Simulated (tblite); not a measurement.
Species: C5H10O2S.
Bonds: C1–C2, C2–O3, O3–C4, C4–C5, C5–S6 (double), C5–O7, O7–C8. Hydrogens: H9, H10, H11 on C1; H12, H13 on C2; H14, H15 on C4; H16, H17, H18 on C8.

Computed with GFN2-xTB (tblite), gas phase: nudged elastic band of 9 images (0 to 8), spring 0.2 eV/Å², climbing image at the end, force threshold 0.05 eV/Å. No saddle search or frequency run followed, so the top image need not be a first-order saddle, and its height can exceed the method's true barrier by a kcal/mol or more.

Path: rotation about C4–O3 (sp3 carbon bound to oxygen, ether oxygen), followed by the dihedral C5–C4–O3–C2, from 67° to 170°. Start geometry (image 0):
```
atom  x, y, z in Å
C1     -2.689    0.346   -0.153
C2     -1.484   -0.460    0.324
O3     -0.843   -1.195   -0.705
C4     -0.126   -0.422   -1.627
C5      1.094    0.259   -1.039
S6      1.458    1.812   -1.371
O7      1.815   -0.532   -0.269
C8      2.987   -0.001    0.320
H9     -3.226    0.733    0.707
H10    -3.356   -0.292   -0.728
H11    -2.383    1.186   -0.772
H12    -1.805   -1.224    1.036
H13    -0.765    0.204    0.824
H14     0.214   -1.130   -2.393
H15    -0.748    0.343   -2.108
H16     3.428   -0.807    0.901
H17     2.741    0.847    0.964
H18     3.680    0.341   -0.453
```

The first guess turns that dihedral rigidly in even steps and adds one set of random displacements (0.04 Å standard deviation a coordinate) to every inner image. Energies of the images above image 0 (eV) in the early part of the optimisation:

```json
{"iteration": "0", "1": "1.040", "2": "1.014", "3": "0.973", "4": "0.928", "5": "0.894", "6": "0.878", "7": "0.883", "8": "0.060"}
{"iteration": "10", "1": "0.046", "2": "0.074", "3": "0.103", "4": "0.122", "5": "0.125", "6": "0.117", "7": "0.107", "8": "0.060"}
{"iteration": "20", "1": "0.027", "2": "0.056", "3": "0.086", "4": "0.105", "5": "0.108", "6": "0.099", "7": "0.089", "8": "0.060"}
{"iteration": "30", "1": "0.021", "2": "0.050", "3": "0.080", "4": "0.100", "5": "0.103", "6": "0.094", "7": "0.083", "8": "0.060"}
```

Q: Where does the band end, and how far was the first guess from it?

A: Final energies, images 1 to 8: 0.013, 0.039, 0.070, 0.092, 0.096, 0.087, 0.075, 0.060 eV. The highest point drops from 1.04 eV (image 1) to 0.096 eV (image 5), by 0.94 eV. Image 5 moved by 0.05 Å rms, its dihedral from 134° to 132°. The end images are fixed. The true force on the top image ends at 0.037 eV/Å, and the largest on any image at 0.05 eV/Å; away from the top, the method drives only the force across the path to zero. The last saved iteration is 50.

What follows is the cost of the whole band run. Hardware: Arm Neoverse V2, one thread, no GPU, shared host. Cost: 2.9 s, 0.18 GiB resident at most.
